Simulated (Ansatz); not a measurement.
Gas-phase electronic energies from Ansatz, PBE0-D4/def2-TZVP geometries. CCSD(T)/CBS adds triple-zeta CCSD(T) − MP2 to the extrapolated MP2 energy (def2 sets, frozen cores). This one scheme is used for every species. Functionals use def2-TZVPP. B3LYP here is the variant with VWN-RPA as its local correlation; programs differ in this. One conformer a species, not always the lowest.

Reaction (formal hydrolysis of the Si–N bond): `C[SiH](Cl)[NH][AlH2]` + H₂O → `C[SiH](O)Cl` + `[NH2][AlH2]`

`C[SiH](Cl)[NH][AlH2]`:

```xyz
12

C     0.028    0.645    1.976
Si    0.628    0.418    0.234
Cl    2.646   -0.050    0.360
N    -0.232   -0.794   -0.617
Al   -0.820   -0.770   -2.304
H     0.611    1.413    2.488
H    -1.023    0.944    1.980
H     0.126   -0.284    2.542
H     0.541    1.661   -0.568
H    -0.356   -1.662   -0.110
H    -1.537   -2.074   -2.840
H    -0.611    0.552   -3.142
```

H₂O:

Z-matrix (Å, degrees):
```
O
H 1 0.960
H 1 0.960 2 105.1
```

`C[SiH](O)Cl`:

```xyz
9

C    -0.957    0.210    0.672
Si    0.694   -0.235   -0.039
O     1.151    0.740   -1.271
Cl    0.581   -2.190   -0.696
H    -1.202   -0.447    1.509
H    -0.948    1.242    1.032
H    -1.747    0.111   -0.077
H     1.787   -0.154    0.951
H     0.642    0.722   -2.082
```

`[NH2][AlH2]`:

```xyz
6

N     0.758    0.503    0.228
Al   -0.669   -0.445   -0.202
H     0.736    1.412    0.663
H     1.710    0.213    0.074
H    -2.092    0.174    0.117
H    -0.443   -1.857   -0.880
```

```json
{"level": "B3LYP-D4", "ΔE (kJ/mol)": "-35.1"}
{"level": "CCSD/def2-TZVPP", "ΔE (kJ/mol)": "-33.5"}
{"level": "SCS-MP2/def2-QZVPP", "ΔE (kJ/mol)": "-32.8"}
{"level": "MP2/CBS(def2)", "ΔE (kJ/mol)": "-29.0"}
```

(1) What does CCSD(T)/CBS give? (An estimate is asked.)

Largest T1 diagnostic among the species: 0.011.

## Answers

(1) The calculation gave: -30.1 kJ/mol. The listed levels differ from it by -5.0, -3.4, -2.7, 1.1 kJ/mol.

The D4 term adds +8.9 kJ/mol with B3LYP and +5.2 kJ/mol with PBE0; it sums over pairs of atoms, weighted by their polarisabilities, and B3LYP, whose exchange is more repulsive, gets the larger term. In def2-TZVPP, CCSD(T) changes the Hartree–Fock value by +13.2 kJ/mol (the triples alone add +2.0 kJ/mol) and MP2 by +14.3 kJ/mol.
